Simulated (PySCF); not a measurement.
# `C1[C@@H](C#N)OC[C@H]1F`, C₅H₆FNO

Molfile (atoms numbered from 1):
```
C5H6FNO
     RDKit          3D

 14 14  0  0  0  0  0  0  0  0999 V2000
    2.7626    0.4116   -1.3018 N   0  0  0  0  0  0  0  0  0  0  0  0
    1.9737    0.0554   -0.5350 C   0  0  0  0  0  0  0  0  0  0  0  0
    0.9943   -0.3978    0.4745 C   0  0  2  0  0  0  0  0  0  0  0  0
   -0.2171   -1.0945   -0.1536 C   0  0  0  0  0  0  0  0  0  0  0  0
   -1.1058    0.0907   -0.4846 C   0  0  2  0  0  0  0  0  0  0  0  0
   -0.7418    0.6085   -1.7068 F   0  0  0  0  0  0  0  0  0  0  0  0
   -0.7749    1.0841    0.6223 C   0  0  0  0  0  0  0  0  0  0  0  0
    0.4593    0.6816    1.1936 O   0  0  0  0  0  0  0  0  0  0  0  0
    1.5353   -1.0485    1.1802 H   0  0  0  0  0  0  0  0  0  0  0  0
   -0.6954   -1.7326    0.6037 H   0  0  0  0  0  0  0  0  0  0  0  0
    0.0129   -1.6961   -1.0424 H   0  0  0  0  0  0  0  0  0  0  0  0
   -2.1765   -0.1622   -0.5312 H   0  0  0  0  0  0  0  0  0  0  0  0
   -0.7004    2.0974    0.1950 H   0  0  0  0  0  0  0  0  0  0  0  0
   -1.5420    1.0873    1.4136 H   0  0  0  0  0  0  0  0  0  0  0  0
  1  2  3  0
  2  3  1  0
  3  4  1  0
  4  5  1  0
  5  6  1  0
  5  7  1  0
  7  8  1  0
  8  3  1  0
  3  9  1  1
  4 10  1  0
  4 11  1  0
  5 12  1  6
  7 13  1  0
  7 14  1  0
M  END
```

Method used: TDDFT PBE0/def2-SVPD circular dichroism and optical rotation, one conformer, gas phase in PySCF 2.14.0. Geometry: PBE0-D3(BJ)/def2-SVP.

States above about 8.5 eV lie in this functional's continuum (it starts at minus the energy of the highest occupied orbital, well below the true ionisation energy for most functionals) and depend on the basis.

(1) Draw the ECD and absorption spectra from the lowest 8 states, each a Gaussian of half-width 0.3 eV at 1/e height.

Answers

(1) 
| E (eV) | λ (nm) | Δε (L mol⁻¹ cm⁻¹) | ε (L mol⁻¹ cm⁻¹) |
| --- | --- | --- | --- |
| 6.58 | 188 | -0.08 | 6.45 |
| 6.73 | 184 | -0.31 | 28.2 |
| 6.88 | 180 | -0.75 | 83.1 |
| 7.03 | 176 | -0.87 | 189 |
| 7.18 | 173 | +0.26 | 362 |
| 7.33 | 169 | +2.57 | 554 |
| 7.48 | 166 | +4.14 | 612 |
| 7.63 | 163 | +3.50 | 532 |
| 7.78 | 159 | +1.39 | 530 |
| 7.93 | 156 | -1.50 | 677 |
| 8.08 | 153 | -5.79 | 849 |
| 8.23 | 151 | -11.28 | 950 |

Δε uses R in velocity form, ε uses f in length form. Only the states computed contribute, so the short-wavelength end is incomplete.
